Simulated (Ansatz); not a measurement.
The cluster GeS₂⁺. The state is a doublet with charge 1. Geometry r2SCAN-D4/def2-TZVP.

```xyz
3

Ge    1.374    0.083    0.080
S    -0.714   -0.474    0.869
S    -0.660    0.391   -0.949
```

LC-ωPBE has ω = 0.4 bohr⁻¹. The structure comes from a short search, and lower isomers may exist.

(1) Estimate the α-spin orbital energies around the gap (eV) in Ansatz with PBE-D4/def2-SVP, r2SCAN-D4/def2-TZVP, PBE0-D4/def2-SVP, r2SCAN0-D4/def2-TZVP, LC-ωPBE/def2-TZVP.

## Answers

(1) 
| orbital | PBE-D4/def2-SVP | r2SCAN-D4/def2-TZVP | PBE0-D4/def2-SVP | r2SCAN0-D4/def2-TZVP | LC-ωPBE/def2-TZVP |
| --- | --- | --- | --- | --- | --- |
| HOMO−13 | -121.47 | -124.55 | -128.47 | -130.54 | -127.59 |
| HOMO−12 | -37.39 | -37.95 | -41.40 | -41.73 | -43.06 |
| HOMO−11 | -37.34 | -37.88 | -41.35 | -41.66 | -43.00 |
| HOMO−10 | -37.30 | -37.88 | -41.32 | -41.66 | -42.98 |
| HOMO−9 | -37.22 | -37.76 | -41.25 | -41.55 | -42.86 |
| HOMO−8 | -37.22 | -37.75 | -41.23 | -41.54 | -42.86 |
| HOMO−7 | -27.61 | -28.11 | -30.15 | -30.24 | -33.18 |
| HOMO−6 | -22.09 | -22.69 | -24.26 | -24.56 | -27.36 |
| HOMO−5 | -19.01 | -19.20 | -20.59 | -20.59 | -23.59 |
| HOMO−4 | -15.99 | -16.19 | -17.27 | -17.30 | -19.85 |
| HOMO−3 | -15.55 | -15.84 | -17.08 | -17.18 | -19.68 |
| HOMO−2 | -13.99 | -14.12 | -15.07 | -15.08 | -17.42 |
| HOMO−1 | -13.29 | -13.42 | -14.44 | -14.42 | -16.75 |
| HOMO | -12.18 | -12.45 | -13.51 | -13.63 | -16.06 |
| LUMO | -9.71 | -9.51 | -8.91 | -8.72 | -6.58 |
| LUMO+1 | -8.02 | -7.85 | -7.14 | -6.98 | -4.91 |
| LUMO+2 | -7.61 | -7.33 | -6.72 | -6.51 | -4.25 |
| LUMO+3 | -6.69 | -6.40 | -5.83 | -5.64 | -3.69 |
| LUMO+4 | -2.63 | -2.27 | -1.80 | -1.48 | 0.58 |
| LUMO+5 | 0.81 | -1.94 | 1.82 | -1.18 | 0.89 |
| β HOMO | -13.11 | -13.20 | -14.23 | -14.18 | -16.55 |
| β LUMO | -11.08 | -10.77 | -10.16 | -9.82 | -7.64 |
